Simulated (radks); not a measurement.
Results of a calculation; reference values are marked as such.
Task: The mean radii <r> (bohr) of the occupied orbitals of an atom or ion are listed with their occupations. Code: a radial shooting solver on a logarithmic mesh with Libxc functionals. Model: scalar-relativistic Kohn-Sham, LDA (Slater exchange, Perdew-Wang correlation), spin-polarised, spherical densities, finite nucleus; Fermi nuclear charge, rms radius of each element as measured or else 0.836 A^(1/3) + 0.57 fm.

| orbital | occ. | <r> |
|---|---|---|
| 1s up | 1 | 0.06100 |
| 1s down | 1 | 0.06099 |
| 2s up | 1 | 0.2775 |
| 2s down | 1 | 0.2773 |
| 2p up | 3 | 0.2444 |
| 2p down | 3 | 0.2443 |
| 3s up | 1 | 0.7305 |
| 3s down | 1 | 0.7318 |
| 3p up | 1 | 0.7275 |

Name the element and its charge. Open shells, if any, are filled with parallel spins first.

Result: Z = 25, manganese, charge +12: Mn12+ in [Ne] 3s2 3p1. The 1s radius gives Z: for a bare nucleus <r> = (2 gamma + 1)/(2Z) with gamma = sqrt(1 - (Z/c)^2), 0.05933 bohr for Z = 25, and screening makes it slightly larger (0.06100 here). The occupations add up to 13, and the charge is Z minus that.
